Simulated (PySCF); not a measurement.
# Working with the constants of BeZn

B3LYP constants of BeZn, ¹Σ⁺ (singlet), closed shell (Be x2c-SVPall, Zn x2c-SVPall; spin-free X2C with a Gaussian nucleus (PySCF 2.14); masses 9.0122 and 63.9291 u):

| Quantity | Value |
| --- | --- |
| ωe | 87.0 cm⁻¹ |
| ωexe | 6.08 cm⁻¹ |
| Be | 0.22555 cm⁻¹ |
| αe | 0.0146 cm⁻¹ |
| D (centrifugal) | 6.06e-06 cm⁻¹ |
| De to Be + Zn | 0.028 eV |

Question: Give the vibrational terms G(v) and spacings up to v = 2.

Answer: G(v) = ωe(v+½) − ωexe(v+½)².

| v | G(v) (cm⁻¹) | G(v) − G(v−1) | Bv (cm⁻¹) |
| --- | --- | --- | --- |
| 0 | 42 |  | 0.2182 |
| 1 | 117 | 75 | 0.2036 |
| 2 | 180 | 63 | 0.1890 |

Question: How well does the Morse estimate ωe²/(4ωexe) reproduce De, and what is D0?

Answer: It gives 0.039 eV, 138 % of the computed De. D0 = De − G(0) = 0.028 − 0.005 = 0.023 eV.

Closed-shell solutions of metal pairs were not tested for spin polarisation, which can lower them a little. The bond is weak. Basis-set superposition, not corrected here, can be much of De in a small basis, most of all at correlated wavefunction levels. Functionals without a dispersion term scatter widely for such bonds, and LDA overbinds them.
